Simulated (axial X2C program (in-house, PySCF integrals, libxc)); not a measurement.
## Spin–orbit effects down a group: molecules with B (ions), MP2

Computed with an axial X2C code built on PySCF integrals, spin-free (one-electron X2C) or two-component (2c: spin–orbit coupling with atomic mean-field Coulomb and Gaunt terms, which also bring small scalar terms), in Dyall basis sets with cores contracted in-house; open shells are unrestricted.

Basis sets: B dyall-v3z, Br dyall-cv3z, Cl dyall-av3z, F dyall-av3z. Frozen shells (counts by l): BF⁺ F 1s, B 1s, 9 electrons correlated; BCl⁺ Cl 2s1p, B 1s, 9 electrons correlated; BBr⁺ Br 3s2p1d, B 1s, 9 electrons correlated. Where the outer core of a metal is frozen, bonds come out longer and ionisation energies lower.

| molecule | spin-free state | Re (Å) | ωe (cm⁻¹) | De (eV) | 2c state | Re 2c (Å) | ωe 2c (cm⁻¹) | De 2c (eV) |
| --- | --- | --- | --- | --- | --- | --- | --- | --- |
| BF⁺ | M_S = 1/2, Λ = 0 | 1.218 | 1685.3 | 5.60 | Ω = 1/2 | 1.218 | 1685.5 | 5.59 |
| BCl⁺ | M_S = 1/2, Λ = 0 | 1.598 | 1170.4 | 3.96 | Ω = 1/2 | 1.599 | 1170.2 | 3.93 |
| BBr⁺ | M_S = 1/2, Λ = 0 | 1.743 | 982.3 | 3.44 | Ω = 1/2 | 1.744 | 980.3 | 3.30 |

(1) Work out the shifts from the spin-free to the two-component result.

Fragments in 2c: F + B+, Cl + B+, Br + B+. Each entry is the lowest single determinant of a limited PBE0 search at one distance. De goes to single-determinant-based atoms at the same level (for ions the charge split of lowest energy) and is withheld (n/a) where an atom does not fit its ground term or J level. Main or longest-lived isotopes.

## Answers

(1) 

| molecule | 2c state | ΔRe (Å) | Δωe (cm⁻¹) | ΔDe (eV) |
| --- | --- | --- | --- | --- |
| BF⁺ | Ω = 1/2 | 0.000 | 0.2 | -0.01 |
| BCl⁺ | Ω = 1/2 | 0.001 | -0.2 | -0.03 |
| BBr⁺ | Ω = 1/2 | 0.001 | -2.0 | -0.14 |

Shifts of one unit in the last digit are rounding.
